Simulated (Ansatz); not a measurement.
Total energies of CH5ClO2Si (`O[SiH2]C(O)Cl`).

| atom | x (Å) | y (Å) | z (Å) |
| --- | --- | --- | --- |
| O1 | 0.663 | 1.727 | -1.101 |
| Si2 | 0.828 | 0.151 | -0.678 |
| C3 | -0.680 | -0.394 | 0.344 |
| O4 | -0.497 | -1.674 | 0.810 |
| Cl5 | -0.795 | 0.824 | 1.718 |
| H6 | 0.517 | 2.343 | -0.379 |
| H7 | 2.018 | -0.115 | 0.167 |
| H8 | 0.877 | -0.616 | -1.944 |
| H9 | -1.632 | -0.259 | -0.177 |
| H10 | -1.300 | -1.987 | 1.241 |

Charge 0, multiplicity 1. All single points use the PBE0-D4/def2-TZVP geometry. It is one conformer, not always the lowest. Basis def2-TZVPP, Ansatz.

RPA on PBE orbitals: Hartree–Fock energy of these orbitals -939.02171 Eh, correlation -1.55212 Eh (frozen core).

```tsv
functional	kind	energy without D4 (Eh)	D4 term (kJ/mol)
PBE	GGA	-940.85260	-22.1
revPBE	GGA	-941.19392	-66.9
r2SCAN	meta-GGA	-941.25112	-5.3
B97M-V	meta-GGA with VV10	-941.16203	–
PBE0	global hybrid, 25 % exact exchange	-940.92217	-18.6
r2SCANh	meta-GGA hybrid, 10 %	-941.23677	-5.7
r2SCAN0	meta-GGA hybrid, 25 %	-941.21653	-6.3
HSE06 (plane-wave form)	screened hybrid	-940.89895	-17.3
BHLYP	global hybrid, 50 %	-941.30452	-27.3
CAM-B3LYP	range-separated hybrid	-941.35661	-18.9
LC-ωPBE	long-range corrected hybrid	-941.07699	–
ωB97X-V	range-separated hybrid GGA with VV10	-941.22870	–
ωB97M-V	range-separated hybrid meta-GGA with VV10	-941.29627	–
B2PLYP	double hybrid	-941.02149	–
```

(1) Give the same for LDA (SPW92), BLYP, B3LYP, PBE-QIDH. (Estimate.)

B3LYP takes the VWN-RPA correlation (the form of Gaussian; ORCA's B3LYP/G). HSE06 is the plane-wave form, built on full-range PBE exchange. The double hybrids freeze the cores in their second-order part.

Answers

(1) Computed: 
```json
{"functional": "LDA (SPW92)", "kind": "LDA", "energy without D4 (Eh)": "-937.30635", "D4 term (kJ/mol)": "–"}
{"functional": "BLYP", "kind": "GGA", "energy without D4 (Eh)": "-941.35106", "D4 term (kJ/mol)": "-48.9"}
{"functional": "B3LYP", "kind": "global hybrid, 20 %", "energy without D4 (Eh)": "-941.44285", "D4 term (kJ/mol)": "-35.8"}
{"functional": "PBE-QIDH", "kind": "double hybrid", "energy without D4 (Eh)": "-940.73013", "D4 term (kJ/mol)": "–"}
```

LC-ωPBE has ω = 0.4 bohr⁻¹.
